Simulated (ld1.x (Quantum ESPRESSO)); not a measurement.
# Reading a pseudo-wave (nitrogen (N))

Columns: radius, all-electron u(r) and pseudo u(r) of the 2s shell (level -18.59 eV) of nitrogen in the configuration [He] 2s2 2p3; revPBE, non-relativistic, TM scheme, ld1.x (Quantum ESPRESSO) 7.5.

| r (bohr) | all-electron | pseudo |
| --- | --- | --- |
| 0.075 | 0.3491 | -0.0541 |
| 0.150 | 0.3693 | -0.1113 |
| 0.225 | 0.2385 | -0.1747 |
| 0.300 | 0.0498 | -0.2473 |
| 0.375 | -0.1483 | -0.3311 |
| 0.450 | -0.3317 | -0.4262 |
| 0.525 | -0.4902 | -0.5288 |
| 0.600 | -0.6205 | -0.6314 |
| 0.675 | -0.7223 | -0.7237 |
| 0.750 | -0.7975 | -0.7973 |
| 0.825 | -0.8490 | -0.8489 |
| 0.900 | -0.8801 | -0.8801 |
| 0.975 | -0.8943 | -0.8943 |
| 1.050 | -0.8947 | -0.8947 |
| 1.125 | -0.8842 | -0.8842 |
| 1.200 | -0.8650 | -0.8650 |
| 1.275 | -0.8394 | -0.8394 |
| 1.350 | -0.8090 | -0.8090 |
| 1.425 | -0.7753 | -0.7753 |
| 1.500 | -0.7394 | -0.7394 |
| 1.575 | -0.7023 | -0.7023 |
| 1.650 | -0.6647 | -0.6647 |
| 1.725 | -0.6271 | -0.6271 |
| 1.800 | -0.5901 | -0.5901 |
| 1.875 | -0.5539 | -0.5539 |
| 1.950 | -0.5189 | -0.5189 |

(1) How many radial nodes do the two functions have?

(2) At about which radius was the pseudo-wave matched?

(3) Where does each function peak?

(4) Is the pseudo-wave norm-conserving?

## Answers

(1) The all-electron 2s function has n − l − 1 = 1; the pseudo-wave has 0, since the states of the same l below it are removed with the core.

(2) 0.90 bohr. The columns agree to 0.0005 from 0.75 bohr on; several derivatives are matched, so the curves merge somewhat inside the radius.

(3) Outermost all-electron maximum near 1.05 bohr, pseudo maximum near 1.05 bohr (to the table’s step).

(4) Yes: the TM scheme keeps the norm inside the radius equal to the all-electron one, which fixes the energy derivative of the logarithmic derivative at the level.
